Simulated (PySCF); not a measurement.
Problem. What does the PBE0-D3(BJ)/def2-SVP structure of `FC(F)C1CO[SiH2]OC1` look like in three dimensions?

Solution. 
Z-matrix in Å and degrees, rows numbered from 1:
```
F 
C   1  1.3575
F   2  1.3517  1  107.41
C   2  1.5108  1  110.36  3  -120.57
C   4  1.5328  2  111.31  1    62.61
O   5  1.4089  4  111.73  2   177.56
Si  6  1.6639  5  118.73  4    50.30
O   7  1.6678  6  105.28  5   -38.64
C   8  1.4063  7  117.98  6    39.11
H   2  1.1051  1  107.71  3   116.16
H   4  1.1038  2  106.90  1  -179.65
H   5  1.1073  4  109.13  2   -59.51
H   5  1.0997  4  109.59  2    57.64
H   7  1.4940  6  110.31  5    79.84
H   7  1.4802  6  109.65  5  -156.27
H   9  1.1077  4  109.02  2    60.69
H   9  1.1032  4  109.94  2   -56.24
```

Of the pairs four or more bonds apart, F3···H13 is among the closest relative to their van der Waals radii: 2.51 Å, 94 % of the sum of Bondi's values. The 3 C–C bonds span 1.511 Å (C2–C4, drawn single) to 1.533 Å (C4–C5, drawn single), a spread of 0.022 Å. O6 (silyl ether oxygen) is bent (angle 118.7°). Si7 (oxygen-bound silicon) is distorted tetrahedral (angles from 105.3° to 112.1°).

Computed with PBE0-D3(BJ)/def2-SVP geometry optimisation, gas phase in PySCF.

Point group: C1 (no symmetry element, even within 0.4 Å). Whether it is a minimum is left open (no frequencies). One conformer, not necessarily the lowest (F1–C2–C4–C5 63°, C2–C4–C5–O6 178°, C4–C5–O6–Si7 50°, C5–O6–Si7–O8 -39°, O6–Si7–O8–C9 39°).
